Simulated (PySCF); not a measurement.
From one molecule to another.

First species: C7H8.
SMILES: `C#C[C@@H]1C[C@@H]1C=C`

Second species: C₄H₁₀SSi₂.
InChI=1S/C4H10SSi2/c1-3(5)4-6-2-7-4/h4H,2,6-7H2,1H3

Levels: PBE0/def2-SVPD for dipole moment, HOMO energy, LUMO energy, HOMO–LUMO gap, static isotropic polarisability and electronic spatial extent ⟨r²⟩ about the centre of nuclear charge; TDDFT PBE0/def2-SVPD for lowest singlet excitation; TDA PBE0/def2-SVPD for lowest triplet excitation (Tamm–Dancoff); GFN2-xTB for rotational constant A and rotational constant C. Geometries: GFN2-xTB. Each structure is a single optimised conformer of the isolated species, non-relativistic unless stated; the electronic structure was computed with PySCF and density fitting.

The conformers computed, where there is a choice (atom-mapped SMILES and torsion angles):
- `[CH:1]#[C:2][C@@H:3]1[CH2:4][C@@H:5]1[CH:6]=[CH2:7]`: C4–C5–C6–C7 145°
- `[CH3:1][C:2](=[S:3])[CH:4]1[SiH2:5][CH2:6][SiH2:7]1`: C1–C2–C4–Si5 -125°

```csv
property,column X,column Y
dipole moment,0.89 D,2.90 D
HOMO energy,-7.00 eV,-6.18 eV
LUMO energy,0.21 eV,-1.72 eV
HOMO–LUMO gap,7.21 eV,4.46 eV
lowest singlet excitation,6.22 eV,2.79 eV
lowest triplet excitation (Tamm–Dancoff),4.28 eV,2.39 eV
static isotropic polarisability,80.7 au,120.1 au
electronic spatial extent ⟨r²⟩ about the centre of nuclear charge,826 bohr²,1359 bohr²
rotational constant A,4.328 GHz,2.140 GHz
rotational constant C,1.508 GHz,1.043 GHz
```

(1) Which column belongs to which species?

(2) How does each property change from the first species to the second?

## Answers

(1) Column X is the first species and column Y the second. The first has 15 atoms and 50 electrons, the second 17 and 78.

(2) dipole moment +2.01 D; HOMO energy +0.82 eV; LUMO energy -1.93 eV; HOMO–LUMO gap -2.75 eV; lowest singlet excitation -3.43 eV; lowest triplet excitation (Tamm–Dancoff) -1.89 eV; static isotropic polarisability +39.4 au; electronic spatial extent ⟨r²⟩ about the centre of nuclear charge +533 bohr²; rotational constant A -2.188 GHz; rotational constant C -0.465 GHz.

On the first: S1 lies 0.99 eV below the HOMO–LUMO gap; its leading configuration is HOMO→LUMO+1, weight 0.38, beside HOMO−1→LUMO+1, weight 0.23. The polarisability is 11.96 Å³ as a volume (1 au = 0.148185 Å³), or 1.61 au for each of the 50 electrons.

On the second: The principal polarisabilities are 111.3, 114.8 and 134.3 au; their mean is the isotropic value. 1 of the 6 computed singlets lies in the visible range (750 to 380 nm, 1.65 to 3.26 eV), with an oscillator strength of 0.000.
